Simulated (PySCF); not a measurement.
# Ne⁺: ionisation energy

Ne⁺ [He] 2s2 2p5 (2P) → Ne²⁺ [He] 2s2 2p4 (3P), as a difference of total energies. All numbers are calculated (PySCF 2.14, the spin-free X2C one-electron Hamiltonian (Gaussian nucleus), in aug-cc-pVDZ-DK). Correlated levels: valence: 1s2 frozen. The calculations carry no spin-orbit coupling.

```json
{"method": "UHF", "ionisation energy (eV)": "39.300"}
{"method": "r2SCAN", "ionisation energy (eV)": "41.190"}
{"method": "BP86", "ionisation energy (eV)": "41.330"}
{"method": "MP2 (valence)", "ionisation energy (eV)": "40.513"}
{"method": "SCS-MP2 (valence)", "ionisation energy (eV)": "40.461"}
{"method": "CCSD (valence)", "ionisation energy (eV)": "40.459"}
{"method": "CCSD(T) (valence)", "ionisation energy (eV)": "40.480"}
```

Question: How much does correlation contribute at CCSD(T) (valence)?

Answer: 40.480 − (39.300) = 1.180 eV, measured against UHF.

Errors of the correlated levels include the incompleteness of this basis and the frozen core.

For comparison: 40.963 eV (measured; NIST Atomic Spectra Database, ionization energies).
